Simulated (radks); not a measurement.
The numbers below are computed, except where a source is named.
Q: Cl4+, 13 electrons, occupied as [Ne] 3s2 3p1. Code: a radial shooting solver on a logarithmic mesh with Libxc functionals. Model: scalar-relativistic Kohn-Sham, PBE, spin-polarised, spherical densities, finite nucleus; open shells are filled with parallel spins first; Fermi nuclear charge, rms radius 3.3654 fm. Some entries of the table are withheld. Estimate them.

orbital  occ.  eigenvalue (hartree)  <1/r> (bohr^-1)
1s up       1             -103.5557            16.68
1s down     1             -103.5465            16.68
2s up       1             -11.63165            3.319
2s down     1             -11.62231            3.319
2p up       3              -9.40012            3.219
2p down     3              -9.38738            3.219
3s up       1              -2.74312              (1)
3s down     1              -2.67142              (2)
3p up       1              -2.21835           0.9403
3p down     0              -2.14867           0.9383
3d up       0              -1.47842           0.7512
3d down     0              -1.41710           0.7467
4s up       0                   (3)           0.4676

A: 
(1) 3s up <1/r> (bohr^-1): 1.029
(2) 3s down <1/r> (bohr^-1): 1.030
(3) 4s up eigenvalue (hartree): -1.08967
